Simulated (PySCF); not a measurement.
## Dipole response of As(2+) (arsenic, charge +2)

[Ar] 3d10 4s2 4p1, 2P determinant. All numbers are calculated (PySCF 2.14, the spin-free X2C one-electron Hamiltonian (Gaussian nucleus), in aug-cc-pVQZ-DK). Coupled (time-dependent) response in atomic units; α is the mean over directions.

```json
{"method": "UHF", "mean α (bohr³)": "10.84", "α xx, yy, zz": "10.88, 10.77, 10.88", "C₆ (like pair)": "47.87", "S(−4)": "41.51"}
{"method": "PBE", "mean α (bohr³)": "10.11", "α xx, yy, zz": "9.978, 10.36, 9.978", "C₆ (like pair)": "43.64", "S(−4)": "35.27"}
{"method": "PBE0", "mean α (bohr³)": "10.25", "α xx, yy, zz": "10.19, 10.38, 10.19", "C₆ (like pair)": "44.46", "S(−4)": "36.29"}
{"method": "BHandHLYP", "mean α (bohr³)": "10.24", "α xx, yy, zz": "10.19, 10.34, 10.19", "C₆ (like pair)": "44.32", "S(−4)": "36.33"}
{"method": "MN15", "mean α (bohr³)": "10.01", "α xx, yy, zz": "10.12, 9.784, 10.12", "C₆ (like pair)": "42.14", "S(−4)": "35.99"}
```

S(−4) is the Cauchy moment in α(ω) = α(0) + S(−4) ω² + …

Spin-orbit coupling is absent.

α(iu) at PBE0:

```json
{"u (hartree)": "0", "α(iu) (bohr³)": "10.25"}
{"u (hartree)": "0.0500", "α(iu) (bohr³)": "10.16"}
{"u (hartree)": "0.100", "α(iu) (bohr³)": "9.900"}
{"u (hartree)": "0.200", "α(iu) (bohr³)": "8.990"}
{"u (hartree)": "0.300", "α(iu) (bohr³)": "7.817"}
{"u (hartree)": "0.500", "α(iu) (bohr³)": "5.584"}
{"u (hartree)": "0.750", "α(iu) (bohr³)": "3.683"}
{"u (hartree)": "1.00", "α(iu) (bohr³)": "2.570"}
{"u (hartree)": "1.50", "α(iu) (bohr³)": "1.473"}
{"u (hartree)": "2.00", "α(iu) (bohr³)": "0.9779"}
{"u (hartree)": "3.00", "α(iu) (bohr³)": "0.5441"}
{"u (hartree)": "5.00", "α(iu) (bohr³)": "0.2504"}
```

A single London oscillator, α(iu) = α/(1 + u²/ω²), gives C₆ = (3/4) ω α². Matching the computed C₆ needs ω = 4 × 44.46 / (3 × 10.25²) = 0.564 hartree.

For an ion, C₆ is the dispersion term alone; charge-induced terms of lower order in 1/R come first.

The components differ because the open shell of this determinant is not spherical; for a pure term their mean is the scalar polarisability.
